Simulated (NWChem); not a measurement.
Species: BeHSI; SMILES [SH][Be][I]

```xyz
4

Be     0.0218     1.1162     0.0000
I      0.0082    -1.0550     0.0000
S      0.0490     3.0218     0.0000
H     -1.3030     3.0992     0.0000
```
Atoms are numbered in this order, from 1.

Computed with NWChem. All runs use the structure optimised with PBE0/def2-SVP. def2 effective core potentials on I; no spin-orbit coupling. Ions are spin-unrestricted doublets at the neutral geometry; other ion states weren't tried.

Question: Among these, which level gives the lowest value of “−ε(HOMO) (eV)”?
A. PBE0/def2-TZVP
B. r2SCAN/def2-TZVP
C. B3LYP/def2-TZVP
D. PBE/def2-TZVP

Answer: D, PBE/def2-TZVP. Values: PBE/def2-TZVP 6.55; r2SCAN/def2-TZVP 6.84; B3LYP/def2-TZVP 7.45; PBE0/def2-TZVP 7.73
